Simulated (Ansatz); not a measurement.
Geometry optimisation, RKS LDA/6-31G (Ansatz).

Input file:

```yaml
crystal:
  periodic: [false, false, false]
  atoms:
    - { symbol: "N", position_ang: [-1.7643, 1.6254, 0.9425] }
    - { symbol: Si, position_ang: [-0.7176, 0.3787, 0.866] }
    - { symbol: O, position_ang: [0.3524, 0.8458, 1.9929] }
    - { symbol: Si, position_ang: [0.305, 0.0571, -1.2075] }
    - { symbol: Si, position_ang: [1.5473, -1.8222, -0.9987] }
    - { symbol: H, position_ang: [-1.3809, 2.529, 0.5562] }
    - { symbol: H, position_ang: [-2.5876, 1.4805, 0.3376] }
    - { symbol: H, position_ang: [-1.4037, -0.792, 1.3355] }
    - { symbol: H, position_ang: [-0.007, 1.2883, 2.8256] }
    - { symbol: H, position_ang: [1.0138, 1.2455, -1.6123] }
    - { symbol: H, position_ang: [-0.8534, -0.1669, -2.1984] }
    - { symbol: H, position_ang: [2.181, -2.1596, -2.2719] }
    - { symbol: H, position_ang: [2.5949, -1.5716, -0.0192] }
    - { symbol: H, position_ang: [0.7069, -2.9671, -0.5194] }
basis:
  gaussian: { orbitals: "6-31G" }
hamiltonian:
  xc: lda
relax:
  f_tol: 0.02
  max_steps: 40
```

Launched with:

```bash
$ ansatz run input.yaml --threads 1 --pin off --max-ram 2048MiB --backend cpu --events-out ev --progress --plain --runs-dir out
```

**Question.** Where does it end, and by what steps?

**Answer.** The forces met the threshold. The force dipped under the threshold on the way, but the program's further checks kept it going. Limits of this set-up: no polarisation functions. After 27 steps the energy has fallen by 1.463 eV; H9 moved furthest, 1.53 Å.

| step | energy less start (eV) | largest force component (eV/Å) | accepted |
| --- | --- | --- | --- |
| 0 | 0.0000 | 4.631 | yes |
| 1 | -0.9323 | 1.927 | yes |
| 2 | -1.2280 | 1.274 | yes |
| 3 | -1.3274 | 0.364 | yes |
| 4 | -1.3653 | 0.551 | yes |
| 5 | -1.3889 | 0.310 | yes |
| 6 | -1.4027 | 0.334 | yes |
| 7 | -1.4182 | 0.116 | yes |
| 8 | -1.4263 | 0.077 | yes |
| 9 | -1.4322 | 0.237 | yes |
| 10 | -1.4368 | 0.211 | yes |
| 11 | -1.4406 | 0.200 | yes |
| 12 | -1.4445 | 0.338 | yes |
| 13 | -1.4496 | 0.209 | yes |
| 14 | -1.4467 | 0.446 | no |
| 15 | -1.4549 | 0.063 | yes |
| 16 | -1.4568 | 0.013 | yes |
| 17 | -1.4591 | 0.102 | yes |
| 18 | -1.4591 | 0.124 | yes |
| 19 | -1.4611 | 0.095 | yes |
| 20 | -1.4608 | 0.102 | no |
| 21 | -1.4621 | 0.039 | yes |
| 22 | -1.4627 | 0.028 | yes |
| 23 | -1.4629 | 0.030 | yes |
| 24 | -1.4631 | 0.027 | yes |
| 25 | -1.4632 | 0.015 | yes |
| 26 | -1.4632 | 0.032 | no |
| 27 | -1.4633 | 0.007 | yes |

```xyz
14
Properties=species:S:1:pos:R:3
N -1.453 2.057 0.770
Si -1.091 0.349 0.649
O 0.149 -0.270 1.705
Si -0.067 -0.208 -1.374
Si 1.823 -1.445 -0.763
H -0.858 2.771 0.352
H -2.230 2.415 1.323
H -2.415 -0.329 0.975
H 0.069 -0.238 2.684
H 0.312 1.052 -2.136
H -1.003 -1.006 -2.264
H 2.561 -1.957 -1.991
H 2.777 -0.581 0.031
H 1.413 -2.641 0.068
```

Whether the end is a true minimum wasn't checked by a vibrational analysis.

Time of the run: 110 s on 1 thread of Arm Neoverse V1, with other jobs on the host, peak memory 0.15 GiB.
